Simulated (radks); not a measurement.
Values are calculated unless marked as measured or tabulated.
Ionisation of the beryllium ion Be+, [He] 2s1, to [He] as the strength of local exchange is varied. Code: a radial shooting solver on a logarithmic mesh with Libxc functionals. Model: scalar-relativistic Kohn-Sham, Slater X-alpha exchange (alpha = 2/3 is LDA exchange), no correlation, spin-unpolarised, spherical densities, finite nucleus; Fermi nuclear charge, rms radius 2.519 fm; without spin polarisation the odd electron is poorly described.

[
 {"alpha": "0.618", "E(Be+) (hartree)": "-13.76126", "exchange (hartree)": "-1.93520", "IE (eV)": "16.452", "-e of the level emptied (eV)": "12.219 (2s)", "<r> of it (bohr)": "2.363"},
 {"alpha": "0.665", "E(Be+) (hartree)": "-13.90890", "exchange (hartree)": "-2.09541", "IE (eV)": "16.783", "-e of the level emptied (eV)": "12.578 (2s)", "<r> of it (bohr)": "2.337"},
 {"alpha": "0.667", "E(Be+) (hartree)": "-13.91520", "exchange (hartree)": "-2.10227", "IE (eV)": "16.797", "-e of the level emptied (eV)": "12.593 (2s)", "<r> of it (bohr)": "2.335"},
 {"alpha": "0.713", "E(Be+) (hartree)": "-14.06063", "exchange (hartree)": "-2.26093", "IE (eV)": "17.125", "-e of the level emptied (eV)": "12.950 (2s)", "<r> of it (bohr)": "2.310"},
 {"alpha": "0.815", "E(Be+) (hartree)": "-14.38624", "exchange (hartree)": "-2.61902", "IE (eV)": "17.864", "-e of the level emptied (eV)": "13.759 (2s)", "<r> of it (bohr)": "2.257"},
 {"alpha": "0.849", "E(Be+) (hartree)": "-14.49575", "exchange (hartree)": "-2.74031", "IE (eV)": "18.114", "-e of the level emptied (eV)": "14.035 (2s)", "<r> of it (bohr)": "2.239"},
 {"alpha": "0.992", "E(Be+) (hartree)": "-14.96157", "exchange (hartree)": "-3.26098", "IE (eV)": "19.185", "-e of the level emptied (eV)": "15.222 (2s)", "<r> of it (bohr)": "2.170"},
 {"alpha": "1.01", "E(Be+) (hartree)": "-15.02081", "exchange (hartree)": "-3.32772", "IE (eV)": "19.323", "-e of the level emptied (eV)": "15.375 (2s)", "<r> of it (bohr)": "2.161"}
]

NIST Atomic Spectra Database: 18.211 eV (measured). The Delta-SCF value meets it near alpha = 0.86. Spin polarisation and multiplet splitting are left out, so open shells lie too high by an amount that depends on their filling.
